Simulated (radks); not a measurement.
Results of a calculation; reference values are marked as such.
Spherical jellium clusters: N electrons in a uniform positive sphere of charge N and radius rs N^(1/3), rs = 3.58 bohr. Level of theory: non-relativistic Kohn-Sham, LDA (Slater exchange, Perdew-Wang correlation), spin-polarised, spherical densities (a radial shooting solver with Libxc functionals). Levels are named by radial order and angular momentum (1s, 1p, 1d, 2s, ...), and open shells are averaged over m.

N = 5, configuration 1s2 1p(up 3, down 0). This is the lowest configuration that the search found. Occupied and some empty levels:

| level | occupation | eigenvalue (eV) | <r> (bohr) |
|---|---|---|---|
| 1s up | 1 | -5.1101 | 4.290 |
| 1s down | 1 | -4.2970 | 4.295 |
| 1p up | 3 | -3.2041 | 5.457 |
| 1p down | 0 | -2.4113 | 5.703 |
| 1d up | 0 | -1.1589 | 6.928 |
| 2s up | 0 | -1.0145 | 7.852 |
| 2s down | 0 | -0.68782 | 8.778 |
| 1d down | 0 | -0.57431 | 7.762 |

Energy (eV): total -7.79730, kinetic 10.693, external -127.38, Hartree 61.263, exchange-correlation -19.053, background 66.676.

Electron density:

| r (bohr) | n(r) (e/bohr^3) |
|---|---|
| 0.481 | 0.005526 |
| 1.02 | 0.005689 |
| 1.55 | 0.005909 |
| 2.09 | 0.006098 |
| 2.62 | 0.006152 |
| 3.16 | 0.005978 |
| 3.69 | 0.005526 |
| 4.23 | 0.004810 |
| 4.77 | 0.003913 |
| 5.30 | 0.002966 |
| 5.84 | 0.002098 |
| 6.37 | 0.001395 |
| 6.91 | 0.0008846 |
| 7.45 | 0.0005418 |
| 7.98 | 0.0003237 |
| 8.52 | 0.0001894 |
| 9.05 | 0.0001091 |
| 9.59 | 0.00006211 |
| 10.1 | 0.00003523 |
| 10.7 | 0.00001967 |
